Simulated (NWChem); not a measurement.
# Basis-set convergence for H2

```xyz
2

H      0.0000     0.0000     0.3842
H      0.0000     0.0000    -0.3842
```
Charge 0, spin multiplicity 1.

All runs are NWChem calculations. All single points use one geometry, from PBE/def2-SVP, a minimum by its harmonic frequencies.

Quantity: vertical ionisation energy at the level ΔMP2 (Δ: difference of total energies, the cation a doublet at the parent's geometry with its hole in an orbital of symmetry ag (D2h labels); it is the state that the SCF runs reached, from PBE0 orbitals for Hartree-Fock references, and need not be the lowest).

The correlated methods freeze no orbitals. The Pople sets run with spherical d functions. The structure started from a generated list of species. The stability of the SCF solutions was not checked.

Question: In def2-QZVP the value is 16.03 eV. Among STO-3G, 6-31G*, 6-31+G*, 3-21G, def2-SVPD, aug-cc-pVDZ, aug-pcseg-1, cc-pVTZ, aug-cc-pVTZ, which is the smallest basis within 0.2 eV of it?

Answer: def2-SVPD, with 16 functions against 60 (also within reach: aug-cc-pVDZ, aug-pcseg-1, cc-pVTZ, aug-cc-pVTZ). def2-QZVP isn't the basis-set limit itself, and a small set can land close by cancellation.

```csv
basis,functions,vertical ionisation energy (eV)
STO-3G,2,15.80
6-31G*,4,15.80
6-31+G*,4,15.80
3-21G,4,15.76
def2-SVPD,16,15.86
aug-cc-pVDZ,18,15.87
aug-pcseg-1,18,15.85
cc-pVTZ,28,15.99
aug-cc-pVTZ,46,16.00
def2-QZVP,60,16.03
```
